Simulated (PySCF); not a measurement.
F₃S, SMILES F[S+](F)F, charge +1.

Geometry: B3LYP-D3(BJ)/def2-TZVP. The isomer is the one that the SMILES or the coordinates give; other isomers of the formula were not compared.

Two levels are set side by side: PBE/def2-TZVPD (PySCF) and HF/def2-TZVPD (PySCF). Same geometry, gas phase. Differences are taken from unrounded values.

```json
[
 {"quantity": "orbital gap (eV)", "HF": "18.51", "PBE": "7.27", "PBE minus HF": "-11.24"},
 {"quantity": "highest occupied level (eV)", "HF": "-23.34", "PBE": "-17.46", "PBE minus HF": "5.88"},
 {"quantity": "lowest empty level (eV)", "HF": "-4.83", "PBE": "-10.18", "PBE minus HF": "-5.36"},
 {"quantity": "mean polarisability (bohr³)", "HF": "18.3", "PBE": "20.8", "PBE minus HF": "2.5"}
]
```

PBE's occupied levels lie high since its potential decays too fast outside the molecule; exact exchange lowers them and widens the gap. PBE's more diffuse valence density responds more strongly to a field. Differences between two approximate levels are no errors against the true value.

Rough cost on one machine, each run with all the roots and properties that it gave: HF against PBE about 1/3.
